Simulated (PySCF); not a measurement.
AlF2I, SMILES [I][Al]([F])[F]. Geometry: r2SCAN-D4/def2-SVP. The def2 effective core potentials stand for the cores of I; spin–orbit coupling is left out.

Computed with r2SCAN-D4/def2-SVP (PySCF 2.14.0).

Harmonic wavenumbers (cm⁻¹): 150, 199, 239, 366, 815, 961. Rotational constants (GHz): 6.636, 1.331, 1.108; symmetry number 2.

Task: Work out the zero-point energy and the ideal-gas rigid-rotor harmonic-oscillator thermochemistry at 298.15 K and 1 atm.

Result: ZPE = ½ Σ hcν = ½ × 2730 cm⁻¹ = 16.33 kJ/mol. H − E(el) = 31.94 kJ/mol. Entropy in J/(mol K): translation 174.31, rotation 110.92, vibration 33.58, total 318.81. G − E(el) = -63.11 kJ/mol. Cp = 67.21 J/(mol K). Modes under 150 cm⁻¹ make the vibrational entropy uncertain.
